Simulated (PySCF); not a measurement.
C₆ coefficients of unlike pairs at PBE

Calculated with PySCF 2.14 from the dipole response of each species, C₆(A,B) = (3/π) ∫ α_A(iu) α_B(iu) du, in atomic units, from isotropic polarisabilities. For ions this is the dispersion term alone; charge-induced terms of lower order in 1/R come first.

```tsv
species	configuration	basis	relativity	α (bohr³)	C₆ (like pair)
Ru³⁺	[Kr] 4d5 (6S)	aug-cc-pVTZ-DK (9s8p6d3f2g)	spin-free X2C	5.121	23.40
Ni⁺	[Ar] 3d9 (2D)	dyall-av2z (16s12p7d2f)	spin-free X2C	8.956	28.90
N²⁺	[He] 2s2 2p1 (2P)	def2-TZVPPD (6s3p3d1f)	none	2.583	3.658
Kr³⁺	[Ar] 3d10 4s2 4p3 (4S)	def2-TZVPPD (7s6p5d1f)	none	5.596	21.57
```

Q: Estimate C₆ for Kr³⁺ with N²⁺.

A: The integral gives 8.854. The combination rule 2 C_A C_B / (C_A α_B/α_A + C_B α_A/α_B) gives 8.826 and the geometric mean 8.884.

No spin-orbit coupling is included.

The other pairs:

| pair | C₆ |
| --- | --- |
| Ni⁺, Ru³⁺ | 25.05 |
| Kr³⁺, Ru³⁺ | 22.16 |
| Kr³⁺, Ni⁺ | 24.43 |
| N²⁺, Ni⁺ | 10.17 |
| N²⁺, Ru³⁺ | 9.035 |
